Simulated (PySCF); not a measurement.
**Rhenium: a sound run and one with changed settings**

Sound run: Re²⁺ [Xe] 4f14 5d5, Re³⁺ [Xe] 4f14 5d4. Computed with PySCF 2.14 in def2-SVP with the def2 core potential (60 electrons), with a scalar-relativistic core potential. The sound run starts from symmetry-adapted Hartree-Fock orbitals and uses a fine grid where one is needed.

Changed run: radial step 0.5 in ln r (0.13 in the sound run). This setting is unsound on purpose.

```json
{"species": "Re²⁺", "method": "UHF", "sound run (hartree)": "-76.73684", "changed run (hartree)": "-76.73684", "converged": "yes"}
{"species": "Re²⁺", "method": "BP86", "sound run (hartree)": "-77.36275", "changed run (hartree)": "-77.31835", "converged": "yes"}
{"species": "Re²⁺", "method": "r2SCAN", "sound run (hartree)": "-77.32143", "changed run (hartree)": "-77.28483", "converged": "yes"}
{"species": "Re³⁺", "method": "UHF", "sound run (hartree)": "-75.73183", "changed run (hartree)": "-75.73183", "converged": "yes"}
{"species": "Re³⁺", "method": "BP86", "sound run (hartree)": "-76.31899", "changed run (hartree)": "-76.27328", "converged": "yes"}
{"species": "Re³⁺", "method": "r2SCAN", "sound run (hartree)": "-76.27809", "changed run (hartree)": "-76.24240", "converged": "yes"}
```

Ionisation energy of Re²⁺:

```tsv
method	sound run (eV)	changed run (eV)
UHF	27.348	27.348
BP86	28.402	28.438
r2SCAN	28.391	28.366
```

A coarse radial grid mis-integrates the density and the exchange-correlation energy, with errors of either sign; Hartree-Fock needs no grid.

For comparison, NIST gives 27 ± 1.6 eV between the lowest levels.
